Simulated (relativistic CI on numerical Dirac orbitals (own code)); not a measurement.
# V4+: resonant inelastic scattering at the L2,3 edge

Computed with this model: Dirac-Coulomb-Breit CI, orbitals from a KLI potential per configuration, QED by a radiative potential, valence Slater integrals scaled by 0.8, Kramers-Heisenberg scattering through one core-hole configuration in a parametric crystal field; configurations [Ar] 3d → [He] 2s2 2p5 3s2 3p6 3d2; 80 K; core-hole width 0.4 eV; summed over polarisations. Incident energies are the highest absorption maxima for each field (at most a few, so the weaker spin-orbit partner edge can be absent), on the computed scale of the free ion. Intensities are in per cent of the strongest line above 0.02 eV; levels within 1 cm⁻¹ are merged; final levels count from the ground level, the first row holds all elastic scattering, lines under 0.4 are left out and each table stops after 24 rows. The scale of the Slater integrals is a model choice and moves the terms in proportion.

Field parameters in Wybourne normalisation: Oh B⁴₀ = 21Dq, B⁴₄ = √(5/14) B⁴₀. The field is a parameter set, without covalency.

S is read from ⟨S²⟩ = S(S + 1).

Oh, 10Dq = 5000 cm⁻¹:

```tsv
Final level (eV)	Degeneracy	Irrep	S	523.3 eV	529.4 eV	529.8 eV
0.000	4	Γ8	0.50	100.9	169.7	185.8
0.046	2	Γ7	0.50	11.8	84.5	52.4
0.639	4	Γ8	0.50	43.8	46.5	100.0
```

Oh, 10Dq = 11300 cm⁻¹:

| Final level (eV) | Degeneracy | Irrep | S | 523.5 eV | 529.8 eV | 530.1 eV |
| --- | --- | --- | --- | --- | --- | --- |
| 0.000 | 4 | Γ8 | 0.50 | 223.0 | 167.7 | 178.9 |
| 0.045 | 2 | Γ7 | 0.50 | 8.0 | 78.7 | 89.6 |
| 1.417 | 4 | Γ8 | 0.50 | 37.8 | 95.2 | 100.0 |

Oh, 10Dq = 17550 cm⁻¹:

```tsv
Final level (eV)	Degeneracy	Irrep	S	524 eV	530.1 eV	530.7 eV
0.000	4	Γ8	0.50	120.1	122.7	114.4
0.044	2	Γ7	0.50	7.8	56.8	24.4
2.192	4	Γ8	0.50	28.4	35.4	100.0
```

For the first field the strongest loss at the lowest incident energy is the level at 0.64 eV (S = 0.50, against 0.50 in the thermal ground state).
